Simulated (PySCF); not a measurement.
H4O4Ti, SMILES [OH][Ti]([OH])([OH])[OH], multiplicity 1. Atoms are numbered in the order given.

```xyz
9

Ti     0.0000     0.0000     0.0000
O      0.3506    -1.4157    -1.0516
H      1.0688    -2.0554    -0.9747
O      1.4157     0.3506     1.0516
H      2.0554     1.0688     0.9747
O     -0.3506     1.4157    -1.0516
H     -1.0688     2.0554    -0.9747
O     -1.4157    -0.3506     1.0516
H     -2.0554    -1.0688     0.9747
```

Coordinates come from a B3LYP-D3(BJ)/def2-SVP optimisation. The spin state was assumed, not searched. The isomer is the one that the SMILES or the coordinates give; other isomers of the formula were not compared. The values are those of a single conformer.

The numbers are results of PySCF with M06-2X/def2-TZVP, not measurements.

ESP charges are fitted to the potential on shells at 1.4 to 2.0 van der Waals radii. Atomic charges (e):

| atom | ESP fit | meta-Löwdin | Mulliken |
|---|---|---|---|
| Ti1 | 1.30 | 1.64 | 1.62 |
| O2 | -0.76 | -0.77 | -0.75 |
| H3 | 0.44 | 0.36 | 0.35 |
| O4 | -0.76 | -0.77 | -0.75 |
| H5 | 0.44 | 0.36 | 0.35 |
| O6 | -0.76 | -0.77 | -0.75 |
| H7 | 0.44 | 0.36 | 0.35 |
| O8 | -0.76 | -0.77 | -0.75 |
| H9 | 0.44 | 0.36 | 0.35 |
